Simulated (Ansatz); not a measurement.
Cost and result up the ladder for the cluster Pd₄S₃ (7 atoms). Charge 0, multiplicity 1. Geometry: r2SCAN-D4/def2-SVP.

```xyz
7

Pd    1.9659   -0.0272    0.1472
Pd    0.0136    1.9715    0.0197
Pd    0.1425   -1.8588   -0.6418
Pd   -1.8098    0.1400   -0.7696
S     0.4001    0.2890   -1.5951
S     0.4531    0.5555    1.7700
S    -1.1653   -1.0699    1.0697
```

Ansatz on 4 threads of Intel Xeon 6975P-C on a shared host. Times are rough, and most runs start from the orbitals of an earlier one. No level here is sound enough to serve as a yardstick. Binding counts from free atoms at the same level (Pd singlet, S triplet; other spins of the atoms weren't run), without zero-point energy or a counterpoise term.

In the def2 sets Pd takes a core potential; there is no spin–orbit coupling. HSE06 is defined as in plane-wave codes, on full-range PBE exchange. Correlated methods freeze 15 core orbitals; core or outer-core shells of Pd are correlated, in sets that lack core-valence functions. No other spin state of charge 0 was run. Another isomer (singlet) lies 1.13 eV lower at PBE0-D4/def2-TZVP; other spin states weren't run for this one.

Run but left out: MP2/def2-TZVP (restricted singlet, unstable towards broken spin symmetry).

Correlated methods converge slowly with the basis.

```tsv
level	functions	wall time	binding energy per atom (eV)	remarks
LDA (SPW92)/def2-TZVP	271	1.8 s	3.54	restricted SCF unstable in HF
PBE-D4/def2-SVP	178	2 s	2.85	restricted SCF unstable in HF
PBE-D4/def2-TZVP (with forces)	271	3.8 s	2.91	restricted SCF unstable in HF
PBE0-D4/def2-SVP	178	3.9 s	2.40	restricted SCF unstable in HF
r2SCAN-D4/def2-TZVP	271	7.5 s	2.89	restricted SCF unstable in HF
HSE06-D4/def2-TZVP	271	7.5 s	2.47	restricted SCF unstable in HF
PBE0-D4/def2-TZVP	271	10 s	2.46	restricted SCF unstable in HF
r2SCAN0-D4/def2-TZVP	271	11 s	2.44	restricted SCF unstable in HF
RPA@PBE/def2-TZVP	271	11 s	2.34	restricted SCF unstable in HF
```
